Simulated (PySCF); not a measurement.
Gas-phase equilibrium of 1 mol NaCl, 0.32 mol H₂O at 1800 K and 0.100 bar, among 21 species (ClO, O₂, HCl, O, HO₂, H₂O, H, HOCl, Na, H₂O₂, O₃, Na₂, H₂, Na₂(OH)₂, NaCl, NaOH, Cl, Cl₂, Na₂O, Na₂Cl₂, OH). Only gases are allowed; each row takes one source of thermochemistry for all species, and Cantera finds the minimum.

Computed with PySCF and rigid-rotor harmonic-oscillator thermochemistry at 1 bar. Table values come from the NASA 1993 polynomials. After a fit of one offset per element over all species, the range-separated, M06-2X, PBE0/def2-QZVP and CCSD(T)/def2-TZVPP enthalpies, where run, lie to one side of the table for NaOH (+16 kJ/mol): a fault of the table's entry, another state or a shared error of the levels is possible; this was not checked at source. S°(298 K) at PBE0/def2-TZVP differs from the NASA 1993 table for NaOH (+8 J/mol/K); whether the harmonic model or the table's entry is off was not settled. † marks an energy on the PBE0/def2-TZVP geometry and frequencies. Open shells (unrestricted) among the columns below: O₂ (multiplicity 3), Na (multiplicity 2); the rest are closed-shell singlets. The harmonic model lacks anharmonicity and excited electronic states, which grow with temperature; levels with a mode under 35 cm⁻¹ are left out. Soft modes under 120 cm⁻¹ make the harmonic entropy rough for Na₂Cl₂. The table's entry may be an old estimate for NaOH, Na₂Cl₂ (not checked at source).

Molecules larger than those listed are left out. Table species left out: NaH, NaO.

Mole fractions:

```tsv
thermochemistry	x NaCl	x H₂O	x HCl	x Na₂Cl₂	x Na	x H₂	x O₂	x NaOH
table	0.73	0.24	0.0084	0.0097	0.0038	0.0011	0.0013	0.0048
BLYP/def2-TZVP†	0.72	0.22	0.020	0.0051	0.014	0.0086	0.0076	0.0062
M06-2X/def2-TZVP†	0.72	0.24	0.0093	0.019	0.0041	0.0026	0.0021	0.0054
PBE/def2-TZVP†	0.71	0.22	0.021	0.0091	0.017	0.0050	0.0067	0.0043
r2SCAN/def2-TZVP†	0.72	0.23	0.013	0.016	0.0084	0.0060	0.0048	0.0047
ωB97X-V/def2-TZVP†	0.72	0.23	0.012	0.018	0.0071	0.0043	0.0037	0.0051
```
The most sensitive of these is H₂: it spans a factor of 10^0.9 over these rows; at this temperature one factor of ten is RT ln 10 = 34 kJ/mol.
